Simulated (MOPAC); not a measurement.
Job for MOPAC: PM3 on CI, 2S+1 = 2, a spin state set in the input, which need not be the lowest, a point of a bond scan (R = 2.212 Å).

```
PM3 1SCF PRECISE CHARGE=0 UHF MS=0.5 THREADS=1
CI

C      0.00000000 1     0.00000000 1     0.00000000 1
I      0.00000000 1     0.00000000 1     2.21236500 1
```

Output:

```
*******************************************************************************
 **                                                                           **
 **                              MOPAC v23.2.5                                **
 **                                                                           **
 *******************************************************************************
 ** MOPAC's Digital Object Identifier: https://doi.org/10.5281/zenodo.6511958 **
 **                                                                           **
 ** Please cite the open-source release paper for use of this MOPAC version:  **
 ** J. E. Moussa and J. J. P. Stewart (2026)                                  **
 ** MOPAC: An open-source semiempirical molecular orbital program             **
 ** J. Open Source Softw., 11(119), 8025, https://doi.org/10.21105/joss.08025 **
 *******************************************************************************

                              PM3 CALCULATION RESULTS

 *******************************************************************************
 *  PM3        - The PM3 Hamiltonian to be used
 *  UHF        - UNRESTRICTED HARTREE-FOCK CALCULATION
 *
 *
 *
 *                 CHARGE ON SYSTEM = 0
 *
 *
 *
 *  MS=        - IN MECI, MAGNETIC COMPONENT OF SPIN =  0.5
 *  PRECISE    - TIGHTER CRITERIA TO BE USED
 *  1SCF       - DO 1 SCF AND THEN STOP
 *  THREADS=1  - MULTI-THREADING NOT USED
 *  T=         - A TIME OF 172800.0 SECONDS REQUESTED
 *  DUMP=N     - RESTART FILE WRITTEN EVERY 7200.0 SECONDS REQUESTED
 *******************************************************************************
PM3 1SCF PRECISE CHARGE=0 UHF MS=0.5 THREADS=1
 CI

   ATOM   CHEMICAL          X               Y               Z
  NUMBER   SYMBOL      (ANGSTROMS)     (ANGSTROMS)     (ANGSTROMS)

     1       C          0.00000000  *   0.00000000  *   0.00000000  *
     2       I          0.00000000  *   0.00000000  *   2.21236500  *



          CARTESIAN COORDINATES

    NO.       ATOM           X           Y           Z

     1         C          0.0000      0.0000      0.0000
     2         I          0.0000      0.0000      2.2124

  C: (PM3): J. J. P. STEWART, J. COMP. CHEM. 10, 209 (1989).
  I: (PM3): J. J. P. STEWART, J. COMP. CHEM. 10, 209 (1989).

           Empirical Formula: C I  =     2 atoms



      MOLECULAR POINT GROUP   :   C*v


          UHF CALCULATION, NO. OF ALPHA ELECTRONS =    6
                           NO. OF BETA  ELECTRONS =    5

 -------------------------------------------------------------------------------
 PM3 1SCF PRECISE CHARGE=0 UHF MS=0.5 THREADS=1
 CI



     1SCF WAS SPECIFIED, SO BFGS WAS NOT USED
     SCF FIELD WAS ACHIEVED


                              PM3 CALCULATION
                                                       MOPAC v23.2.5 Linux




          FINAL HEAT OF FORMATION =        156.45157 KCAL/MOL =     654.59337 KJ/MOL


          COSMO AREA              =         88.82 SQUARE ANGSTROMS
          COSMO VOLUME            =         73.94 CUBIC ANGSTROMS

          IONIZATION POTENTIAL    =          9.582669 EV
          ALPHA SOMO LUMO (EV)    =         -9.583 -2.654
          BETA  SOMO LUMO (EV)    =        -10.105 -1.364
          NO. OF ALPHA ELECTRONS  =          6
          NO. OF BETA  ELECTRONS  =          5
          MOLECULAR WEIGHT        =        138.9155         POINT GROUP:  C*v

          MOLECULAR DIMENSIONS (Angstroms)

            Atom       Atom       Distance
            I     2    C     1     2.21237
            I     2    C     1     0.00000
            C     1    I     2     0.00000


          SCF CALCULATIONS        =          1





   ATOM   CHEMICAL          X               Y               Z
  NUMBER   SYMBOL      (ANGSTROMS)     (ANGSTROMS)     (ANGSTROMS)

     1       C          0.00000000  *   0.00000000  *   0.00000000  *
     2       I          0.00000000  *   0.00000000  *   2.21236500  *

                             CARTESIAN COORDINATES

   1    C        0.000000000     0.000000000     0.000000000
   2    I        0.000000000     0.000000000     2.212365000


           Empirical Formula: C I  =     2 atoms



      MOLECULAR POINT GROUP   :   C*v


          ALPHA EIGENVALUES
 -21.46980 -12.31876 -11.68797 -11.04295 -10.07096  -9.58267  -2.65414  -1.41416


           BETA EIGENVALUES
 -18.90250 -13.04548 -10.87913 -10.26869 -10.10529  -1.36391  -0.28434   0.24894


              NET ATOMIC CHARGES AND DIPOLE CONTRIBUTIONS

  ATOM NO.   TYPE          CHARGE      No. of ELECS.   s-Pop       p-Pop
    1          C           0.265656        3.7343     1.97455     1.75979
    2          I          -0.265656        7.2657     1.98460     5.28105
 DIPOLE           X         Y         Z       TOTAL
 POINT-CHG.     0.000     0.000    -2.823     2.823
 HYBRID         0.000     0.000     0.675     0.675
 SUM            0.000     0.000    -2.148     2.148


          ATOMIC ORBITAL ELECTRON POPULATIONS

     Atom    s        px        py        pz
    1  C   1.97455   1.01252   0.11196   0.63530
    2  I   1.98460   1.98748   1.88804   1.40554


                    (SZ)    =    0.500000
                    (S**2)  =    0.839161


          ATOMIC ORBITAL SPIN POPULATIONS

    Atom   Total    s     px     py     pz
         Atomic
    1  C  1.2732 -0.012  0.987  0.061  0.237
    2  I -0.2732 -0.014  0.013 -0.061 -0.210

 **********************
 *                    *
 * JOB ENDED NORMALLY *
 *                    *
 **********************




 == MOPAC DONE ==
```

The run finished.

Cost: around 0.03 core-seconds (rough).
